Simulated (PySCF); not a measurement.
FS, SMILES F[S] (connectivity only; charge and spin as stated), charge -1, multiplicity 1. Atoms are numbered in the order given.

```xyz
2

F      0.0000     0.0000    -1.0941
S      0.0000     0.0000     0.6155
```
Charge -1, spin multiplicity 1.

Coordinates come from a PBE0-D3(BJ)/def2-TZVPD optimisation. The multiplicity is an assumed one; other spin states were not compared.

These are PBE0-D3(BJ)/def2-TZVPD in PySCF values and carry that method's errors.

Frequencies are harmonic and unscaled.

```
mode  ν (cm⁻¹)  IR (km/mol)  moving atoms (share of kinetic energy)
----  --------  -----------  --------------------------------------
1          664         96.5                          F 63 %, S 37 %
```
